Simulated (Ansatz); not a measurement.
`N[Si](N)Cl` radical. Total charge 0; spin multiplicity 2. The structure was optimised at the PBE0-D4/def2-TZVP level. It is one conformer, not always the lowest.

```xyz
8

N    -0.686    1.115   -0.428
Si   -0.510   -0.544   -0.049
N     0.831   -0.649    0.996
Cl   -0.329   -1.472   -1.910
H    -1.200    1.389   -1.249
H    -0.794    1.779    0.323
H     1.674   -0.129    0.800
H     1.013   -1.490    1.518
```

(1) What is the dipole moment at ωB97M-V/def2-TZVPP? (Estimate.)

(2) And with PBE, r2SCAN, B3LYP? (An estimate is asked.)

(3) Give the Mulliken charges with ωB97M-V, r2SCAN, B3LYP in def2-TZVPP. (Estimate.)

Results:

(1) Computed: 2.22 D, with components (0.40, 1.50, 1.59) D in this frame, pointing from negative to positive charge.

(2) Computed: PBE 2.26 D, r2SCAN 2.29 D, B3LYP 2.23 D.

(3) The calculation gave: 
```tsv
atom	ωB97M-V	r2SCAN	B3LYP
N1	-0.32	-0.42	-0.36
Si2	0.42	0.49	0.45
N3	-0.33	-0.43	-0.37
Cl4	-0.25	-0.29	-0.28
H5	0.12	0.16	0.15
H6	0.12	0.16	0.14
H7	0.12	0.16	0.14
H8	0.12	0.16	0.14
```

B3LYP here is the variant with VWN-RPA as its local correlation; programs differ in this.
